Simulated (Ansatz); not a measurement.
Cost and result for the atomization energy of `CO[SiH](O)[SiH2]O` (14 atoms, 13 bonds).

Z-matrix (Å, degrees):
```
C
O 1 1.408
H 1 1.091 2 108.4
H 1 1.097 2 111.7 3 119.5
H 1 1.095 2 111.3 3 -119.1
Si 2 1.646 1 123.9 3 -162.5
Si 6 2.345 2 110.7 1 -85.4
O 6 1.639 2 108.6 1 158.0
H 6 1.496 2 106.8 1 37.4
O 7 1.655 6 107.6 2 164.9
H 7 1.496 6 109.3 2 44.6
H 7 1.492 6 111.4 2 -72.6
H 8 0.959 6 117.7 2 -61.7
H 10 0.958 7 117.6 6 178.2
```

Total charge 0; spin multiplicity 1. The geometry is a stationary point of PBE0-D4/def2-TZVP. It is one conformer, not always the lowest. Program: Ansatz. All runs use 2 threads of an AMD EPYC 7R13 on a shared host and a share of an NVIDIA H100 80 GB. Times are those of one run each, without the atoms' runs, and a repeat can differ threefold. Electronic energies, without spin–orbit coupling; frozen cores. CCSD(T)/CBS adds CCSD(T) − MP2 in def2-TZVPP to the MP2 limit, and its time is that of the two runs behind it. T1 = 0.012. B3LYP takes the VWN-RPA correlation (the form of Gaussian; ORCA's B3LYP/G).

CCSD(T)/CBS is a level of theory with its own doubt, some kJ/mol a heavy atom from the limit and from the frozen cores, so smaller differences don't rank the functionals.

```
                             level  functions  wall time  atomization (kcal/mol)  difference from CCSD(T)/CBS  per bond
                ωB97X-V/def2-TZVPP        320      4.4 s                  1234.5                         -0.8      -0.1
 B3LYP-D4/def2-TZVPP (with forces)        320      4.8 s                  1226.0                         -9.3      -0.7
r2SCAN-D4/def2-TZVPP (with forces)        320      5.5 s                  1229.8                         -5.5      -0.4
   PBE-D4/def2-TZVPP (with forces)        320        6 s                  1239.3                          4.0       0.3
                PBE0-D4/def2-TZVPP        320        7 s                  1217.2                        -18.1      -1.4
                 B2PLYP/def2-TZVPP        320      9.5 s                  1214.6                        -20.7      -1.6
  ωB97M-V/def2-TZVPP (with forces)        320       10 s                  1231.9                         -3.4      -0.3
                    MP2/def2-QZVPP        608       12 s                  1241.5                          6.2       0.5
                CCSD(T)/def2-TZVPP        320       26 s                  1198.8                        -36.5      -2.8
                 CCSD(T)/CBS(def2)          –       37 s                  1235.3                          0.0       0.0
```

The D4 term adds +11.4 kcal/mol with B3LYP and +6.1 kcal/mol with PBE0; it sums over pairs of atoms, weighted by their polarisabilities, and B3LYP, whose exchange is more repulsive, gets the larger term. From PBE to PBE0 (25 % exact exchange), in def2-TZVPP and without D4, the atomization energy moves by −21.2 kcal/mol: exact exchange takes away binding that semilocal exchange gives to molecules. In def2-TZVPP, CCSD(T) changes the Hartree–Fock value by +311.2 kcal/mol (the triples alone add +16.5 kcal/mol) and MP2 by +332.0 kcal/mol; breaking electron pairs costs correlation energy, which Hartree–Fock lacks.
